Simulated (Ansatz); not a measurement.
Consider the formal exchange of groups at a Ti–F bond: `[F][Ti]([Cl])([Cl])[Cl]` + `COC(C)=N` → `C[O][Ti]([Cl])([Cl])[Cl]` + `CC(=N)F`.

Isolated molecules relaxed with PBE0-D4/def2-TZVP in Ansatz; ΔE leaves out vibrations. CBS: MP2 limit from def2 TZ/QZ plus the TZ coupled-cluster correction, frozen cores. Functionals use def2-TZVPP. For Ti outer-core shells are correlated without core-valence functions, which leaves a few kJ/mol of doubt a bond. Scalar relativity is left out up to krypton. Each species was taken in one conformer, which may not be the lowest.

```tsv
level	ΔE (kcal/mol)
PBE	11.5
MP2/def2-TZVPP	9.1
HF/def2-QZVPP	9.8
HF/CBS(def2)	9.9
```

What does CCSD(T)/CBS give? (Best estimate.)

Computed: +9.9 kcal/mol. The listed levels differ from it by 1.6, -0.8, -0.1, 0.0 kcal/mol.

Largest T1 diagnostic among the species: 0.024, so the coupled-cluster value is less sure than usual.
